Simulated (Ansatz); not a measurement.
Computed with Ansatz on PBE0-D4/def2-TZVP structures; ΔE is electronic, products minus reactants. CBS: def2 TZ/QZ extrapolation, frozen cores. DFT in def2-TZVPP. Each species was taken in one conformer, which may not be the lowest.

`[NH2][Al]([NH2])[F]` + H₂O → `[NH2][Al]([NH2])[OH]` + H–F  (formal hydrolysis of the Al–F bond)

```csv
level,ΔE (kJ/mol),difference from CCSD(T)/CBS
B97M-V,60.7,4.2
PBE0-D4,55.5,-1.0
BHLYP-D4,58.1,1.6
ωB97M-V,57.0,0.5
PBE-QIDH,55.7,-0.8
PBE,57.3,0.8
r2SCAN0,57.4,0.9
CCSD/def2-SVP,64.6,8.1
CCSD(T)/def2-SVP,64.0,7.5
CCSD(T)/def2-TZVPP,55.4,-1.1
HF/def2-QZVPP,62.8,6.3
CCSD(T)/def2-QZVPP,56.4,-0.1
MP2/cc-pV(D+d)Z,57.6,1.1
HF/cc-pV(T+d)Z,60.3,3.8
HF/cc-pV(Q+d)Z,63.0,6.5
CCSD/CBS(cc),57.6,1.1
CCSD(T)/CBS,56.5,0
```

Largest T1 diagnostic among the species: 0.010.

Leaving LDA and LC-ωPBE aside and taking each functional with its dispersion term where it has one, the values, not all of them listed here, spread over 5.7 kJ/mol, from revPBE-D4 to B97M-V. LDA lies −4.7 kJ/mol from PBE without D4. In def2-TZVPP, CCSD(T) changes the Hartree–Fock value by −6.2 kJ/mol (the triples alone add −1.0 kJ/mol) and MP2 by −7.5 kJ/mol.
